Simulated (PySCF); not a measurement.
A spin–spin coupling run with PySCF (density fitting, non-relativistic, gas phase) on `C(OC[NH2+][BH3-])(C)=O`, C$_{3}$H$_{10}$BNO$_{2}$:

```
$ OMP_NUM_THREADS=1 python probes_run.py task.json out

{"job": {"kind": "j", "xc": "B3LYP", "basis": "pcJ-1"}, "charge": 0, "multiplicity": 1}
B     -2.806509     0.242333    -0.138969
N     -1.274880    -0.291550     0.060093
C     -0.373113     0.747436     0.529677
O      0.907994     0.253986     0.866322
C      1.675010    -0.167470    -0.160979
C      3.037416    -0.576704     0.298051
O      1.262277    -0.219524    -1.290237
H     -2.736595     1.160821    -0.946067
H     -3.432682    -0.720590    -0.558796
H     -3.169550     0.605412     0.974928
H     -0.915881    -0.652641    -0.828190
H     -1.290542    -1.067433     0.724672
H     -0.788195     1.183923     1.444556
H     -0.306966     1.510593    -0.257260
H      3.684963    -0.731502    -0.571786
H      2.959137    -1.516648     0.865710
H      3.460823     0.179107     0.973080
```

Hardware: 1 thread of an Arm Neoverse V1, shared host. The job also computes field gradients.

(1) How large is the calculation?

(2) How long does it take, and how much memory does it need?

(3) And these other runs on the same molecule and hardware: GIAO shielding at CAM-B3LYP/pcSseg-1; GIAO shielding at PBE0/pcSseg-1?

Results:

(1) 56 electrons, 289 basis functions and 1037 auxiliary functions.

(2) 83 s of wall time, with 14 SCF cycles; peak memory 1.2 GiB. Times on a shared host scatter by some tens of per cent.

(3) CAM-B3LYP/pcSseg-1: 169 functions, 26 s; PBE0/pcSseg-1: 169 functions, 22 s.
